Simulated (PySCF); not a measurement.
Gas-phase reaction: GeF4 + 2 GeH3F ⇌ 3 GeF2 + 6 H. Level: ωB97M-V/def2-TZVP†; standard pressure 1 bar.

Computed with PySCF and rigid-rotor harmonic-oscillator thermochemistry at 1 bar. † marks an energy on the PBE0/def2-TZVP geometry and frequencies. Open shells (unrestricted): H (multiplicity 2); the rest are closed-shell singlets. Ge: all electrons, no relativistic terms. The harmonic model lacks anharmonicity and excited electronic states, which grow with temperature; levels with a mode under 35 cm⁻¹ are left out.

```
T (K)  1000/T (1/K)  log10 K
-----  ------------  -------
1000         1.0000   -32.96
1200         0.8333   -20.93
1400         0.7143        ?
1600         0.6250    -5.89
1800         0.5556    -0.88
2000         0.5000     3.12
```

Question: Fit log10 K = a + b·(1000/T) to the five rows, get the mean ΔH° and ΔS°, and predict log10 K at 1400 K.

Answer: Means: 1000/T = 0.7028, log10 K = -11.508. Sums of products about the means: Sxy = -12.57319, Sxx = 0.174207, so b = Sxy/Sxx = -72.17 and a = -11.508 − (-72.17)×0.7028 = 39.21.
ΔH° = −R ln 10 × 1000 K × b = −19.145 × (-72.17) = 1382 kJ; ΔS° = R ln 10 × a = 751 J/K. The run's own values go from 1381 kJ and 750 J/K at 1000 K to 1377 kJ and 748 J/K at 2000 K.
Prediction at 1400 K: 39.21 + (-72.17)×0.7143 = -12.34. The computed value is -12.33, 0.01 from the line.
For scale, ΔH°(298 K) is 1354 kJ at this level, 1395 kJ at ωB97X-V/def2-TZVP†, and runs from 1115 to 1482 kJ over the 20 levels computed.
